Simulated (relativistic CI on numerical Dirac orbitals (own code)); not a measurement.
## Ca XVI: what numerical and physical settings do to a radial Dirac CI calculation

Reference input:

```
atom Ca  Z=20  charge=15  electrons=5
nucleus A=40  rms_radius_fm=3.4776
hamiltonian dirac-coulomb  breit=on  qed=on  c_scale=1
orbitals kli  potential=per-configuration
slater_scale 1
correlation none
mixing on
grid step=0.0125 r_max=6.5
scf mixing=0.4 start=green max_iterations=150 tolerance=2e-08 node_fill=0.05
configurations
  [He] 2s2 2p
  [He] 2s 2p2
  [He] 2p3
end
```

Computed lowest total energy -507.66559 Ha, first excitation 36532.0 cm⁻¹, 26 SCF steps. Runs with settings changed; * marks those that are bad on purpose (the QED terms keep the true α when c is scaled):

```tsv
Changed	Outcome	Lowest level	ΔE (Ha)	First excitation (cm⁻¹)	SCF steps	Message
iteration limit 20, SCF tolerance 0.0001, Slater scale 1.2	converged	2s²2p ²P°1/2	-0.0528	36175.3	16	
iteration limit 20	converged	2s²2p ²P°1/2	0	36532.0	26	
speed of light × 10	converged	2s²2p ²P°1/2	2.57	369.2	27	
SCF mixing 0.2, Slater scale 0.5	converged	2s²2p ²P°1/2	0.0964	37253.0	27	
configuration list: extra electron *	refused				0	configuration [He] 2p3 3s has 6 electrons, the ion has 5
Slater scale 0 *	converged	2s²2p ²P°1/2	0.132	37534.9	26
```
